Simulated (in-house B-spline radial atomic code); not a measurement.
Inner levels of ytterbium as electrons are removed. A shift is the extra binding of the orbital against the neutral atom ([Xe] 4f14 6s2). Computed with a radial B-spline atomic code at the basis-set limit: non-relativistic Hartree-Fock, average of the configuration, point nuclei.

This level leaves out relativity, spin-orbit splitting included, which matters for heavy ions.

```json
{"ion": "Yb24+", "configuration": "[Kr] 4d10", "shift of 3s (eV)": "769.03", "shift of 3p (eV)": "768.81", "shift of 2p (eV)": "762.4", "radius of 3s (bohr)": "0.23274", "radius of 3p (bohr)": "0.22289", "radius of 2p (bohr)": "0.077758", "Σ<r²> (bohr²)": "6.0032", "change of density at nucleus (bohr⁻³)": "41.15"}
{"ion": "Yb25+", "configuration": "[Kr] 4d9", "shift of 3s (eV)": "822.72", "shift of 3p (eV)": "822.77", "shift of 2p (eV)": "820.75", "radius of 3s (bohr)": "0.23254", "radius of 3p (bohr)": "0.22266", "radius of 2p (bohr)": "0.077748", "Σ<r²> (bohr²)": "5.6448", "change of density at nucleus (bohr⁻³)": "75.356"}
{"ion": "Yb26+", "configuration": "[Kr] 4d8", "shift of 3s (eV)": "877.3", "shift of 3p (eV)": "877.64", "shift of 2p (eV)": "880.25", "radius of 3s (bohr)": "0.23232", "radius of 3p (bohr)": "0.22242", "radius of 2p (bohr)": "0.077738", "Σ<r²> (bohr²)": "5.2986", "change of density at nucleus (bohr⁻³)": "110.67"}
{"ion": "Yb27+", "configuration": "[Kr] 4d7", "shift of 3s (eV)": "932.75", "shift of 3p (eV)": "933.4", "shift of 2p (eV)": "940.89", "radius of 3s (bohr)": "0.2321", "radius of 3p (bohr)": "0.22217", "radius of 2p (bohr)": "0.077727", "Σ<r²> (bohr²)": "4.9641", "change of density at nucleus (bohr⁻³)": "147.09"}
{"ion": "Yb28+", "configuration": "[Kr] 4d6", "shift of 3s (eV)": "989.08", "shift of 3p (eV)": "990.05", "shift of 2p (eV)": "1002.66", "radius of 3s (bohr)": "0.23186", "radius of 3p (bohr)": "0.22191", "radius of 2p (bohr)": "0.077716", "Σ<r²> (bohr²)": "4.6407", "change of density at nucleus (bohr⁻³)": "184.6"}
{"ion": "Yb29+", "configuration": "[Kr] 4d5", "shift of 3s (eV)": "1046.26", "shift of 3p (eV)": "1047.59", "shift of 2p (eV)": "1065.58", "radius of 3s (bohr)": "0.23162", "radius of 3p (bohr)": "0.22164", "radius of 2p (bohr)": "0.077704", "Σ<r²> (bohr²)": "4.3278", "change of density at nucleus (bohr⁻³)": "223.23"}
{"ion": "Yb30+", "configuration": "[Kr] 4d4", "shift of 3s (eV)": "1104.31", "shift of 3p (eV)": "1105.99", "shift of 2p (eV)": "1129.62", "radius of 3s (bohr)": "0.23136", "radius of 3p (bohr)": "0.22135", "radius of 2p (bohr)": "0.077691", "Σ<r²> (bohr²)": "4.0251", "change of density at nucleus (bohr⁻³)": "262.95"}
{"ion": "Yb31+", "configuration": "[Kr] 4d3", "shift of 3s (eV)": "1163.2", "shift of 3p (eV)": "1165.27", "shift of 2p (eV)": "1194.79", "radius of 3s (bohr)": "0.2311", "radius of 3p (bohr)": "0.22106", "radius of 2p (bohr)": "0.077678", "Σ<r²> (bohr²)": "3.7319", "change of density at nucleus (bohr⁻³)": "303.77"}
{"ion": "Yb32+", "configuration": "[Kr] 4d2", "shift of 3s (eV)": "1222.93", "shift of 3p (eV)": "1225.41", "shift of 2p (eV)": "1261.08", "radius of 3s (bohr)": "0.23083", "radius of 3p (bohr)": "0.22076", "radius of 2p (bohr)": "0.077665", "Σ<r²> (bohr²)": "3.448", "change of density at nucleus (bohr⁻³)": "345.7"}
{"ion": "Yb33+", "configuration": "[Kr] 4d1", "shift of 3s (eV)": "1283.51", "shift of 3p (eV)": "1286.41", "shift of 2p (eV)": "1328.49", "radius of 3s (bohr)": "0.23054", "radius of 3p (bohr)": "0.22045", "radius of 2p (bohr)": "0.07765", "Σ<r²> (bohr²)": "3.1729", "change of density at nucleus (bohr⁻³)": "388.76"}
{"ion": "Yb34+", "configuration": "[Ar] 3d10 4s2 4p6", "shift of 3s (eV)": "1344.91", "shift of 3p (eV)": "1348.26", "shift of 2p (eV)": "1397.01", "radius of 3s (bohr)": "0.23025", "radius of 3p (bohr)": "0.22012", "radius of 2p (bohr)": "0.077636", "Σ<r²> (bohr²)": "2.9063", "change of density at nucleus (bohr⁻³)": "432.89"}
{"ion": "Yb35+", "configuration": "[Ar] 3d10 4s2 4p5", "shift of 3s (eV)": "1405.53", "shift of 3p (eV)": "1408.94", "shift of 2p (eV)": "1464.93", "radius of 3s (bohr)": "0.23", "radius of 3p (bohr)": "0.22014", "radius of 2p (bohr)": "0.077623", "Σ<r²> (bohr²)": "2.6408", "change of density at nucleus (bohr⁻³)": "481.45"}
{"ion": "Yb36+", "configuration": "[Ar] 3d10 4s2 4p4", "shift of 3s (eV)": "1466.76", "shift of 3p (eV)": "1470.27", "shift of 2p (eV)": "1533.71", "radius of 3s (bohr)": "0.22973", "radius of 3p (bohr)": "0.21989", "radius of 2p (bohr)": "0.077609", "Σ<r²> (bohr²)": "2.3814", "change of density at nucleus (bohr⁻³)": "530.99"}
```
